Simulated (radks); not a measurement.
The numbers below are computed, except where a source is named.
Problem. The table gives one normalised radial function P(r) = r R(r) of Eu3+ in [Kr] 4d10 4f6.5 5s1.5 5p6 (r in bohr). Level of theory: scalar-relativistic Kohn-Sham, exchange-only r2SCAN, spin-polarised, spherical densities, finite nucleus; open shells are filled with parallel spins first (spin-orbit coupling, left out, can overturn this in heavy ions); meta-GGA in the generalised Kohn-Sham scheme; Fermi nuclear charge, rms radius 5.1115 fm (a radial shooting solver on a logarithmic mesh with Libxc functionals).

r         P
0.000799   0.0000
0.001057   0.0000
0.001399   0.0000
0.001836   0.0000
0.002429   0.0001
0.003214   0.0002
0.004253   0.0004
0.005627   0.0009
0.007386   0.0020
0.009773   0.0042
0.01293    0.0088
0.01711    0.0182
0.02264    0.0369
0.02971    0.0710
0.03932    0.1336
0.05202    0.2371
0.06883    0.3897
0.09034    0.5722
0.1195     0.7383
0.1582     0.7686
0.2093     0.5268
0.2769    -0.0352
0.3634    -0.7357
0.4809    -1.2755
0.6363    -1.3445
0.8419    -0.9889
1.114     -0.5186
1.462     -0.1999
1.935     -0.0509
2.56      -0.0079
3.387     -0.0006
4.481     0.0000

Which n and l does it have? It may be an empty orbital.

Solution. n = 4, l = 2: the number of nodes gives n - l - 1 = 1, the rise at small r (about r^(l+1), flatter next to the nucleus through relativity) gives l, and the extent must fit the shell. The curve is that of 4d down; the table hardly tells the two spins apart. 4d down: eigenvalue -160.66 eV, 1 radial node at r = 0.273 bohr, <r> = 0.654 bohr, 90 % of the charge inside 0.982 bohr.
